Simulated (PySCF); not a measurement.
**Assignment exercise: C7H12Si**

Bonds (- single, = double, # triple, : aromatic): C1-C2, C2-C3, C3-C4, C4=C5, C5-Si6, Si6-C7, C7=C8, C8-C4. C1 carries H9, H10, H11; C2 carries H12, H13; C3 carries H14, H15; C5 carries H16; Si6 carries H17, H18; C7 carries H19; C8 carries H20.

Level of theory: PBE0/pcSseg-1 with gauge-including orbitals, structure optimised with GFN2-xTB, in PySCF 2.14 (one computed conformer, isolated molecule, rapidly exchanging positions averaged, no relativistic terms).

Shifts are taken against calculated references (same method and geometry level): ¹³C (σref 186.93), ¹H (σref 31.72) vs TMS.

(1) Assign these signals to the numbered atoms. ¹³C{¹H} NMR (computed): δ 172.4 (C), 158.6 (CH), 136.4 (CH), 124.4 (CH), 44.4 (CH2), 29.0 (CH2), 17.5 (CH3).

(2) Assign these signals to the numbered atoms. ¹H NMR (400 MHz, computed): δ 7.23 (d, 1H), 6.29 (m, 1H), 5.69 (t, 1H), 4.63 (m, 2H), 2.36 (t, 2H), 1.49 (m, 2H), 1.12 (t, 3H).

Answers

(1) 
| δ (ppm) | atoms | environment | reason |
| --- | --- | --- | --- |
| 172.4 | C4 | fully substituted alkene carbon | – |
| 158.6 | C8 | alkene CH | an sp2 carbon of a C=C bond |
| 136.4 | C7 | alkene CH | – |
| 124.4 | C5 | alkene CH | – |
| 44.4 | C3 | allylic sp3 CH2 | aliphatic region, no heteroatom directly attached |
| 29.0 | C2 | sp3 CH2 | saturated and bonded to C and H only |
| 17.5 | C1 | methyl carbon | saturated and bonded to C and H only |

(2) 
7.23 → H20, hydrogen on an alkene CH: a vinylic proton, deshielded by the sp2 carbon and the C=C anisotropy
6.29 → H19, hydrogen on an alkene CH
5.69 → H16, hydrogen on an alkene CH
4.63 → H17/H18, hydrogen on a silicon bonded to 2 C, in a 5-membered ring
2.36 → H14/H15, hydrogen on an allylic sp3 CH2: allylic position
1.49 → H12/H13, hydrogen on an sp3 CH2
1.12 → H9/H10/H11, hydrogen on a methyl carbon: far from electronegative atoms and π systems

Shifts are as computed. Against solution values, carbons near 30 ppm lie about +3 ppm off and those near 130 ppm about +5 ppm. Of 1211 compounds with measured shifts, 218 miss one by over three times the rms of a fit or turn the order of signals round; such compounds aren't used in these exercises. Multiplicities follow the n + 1 count of equivalent neighbours, as no J values were calculated; m marks all less simple cases, F and P coupling included.
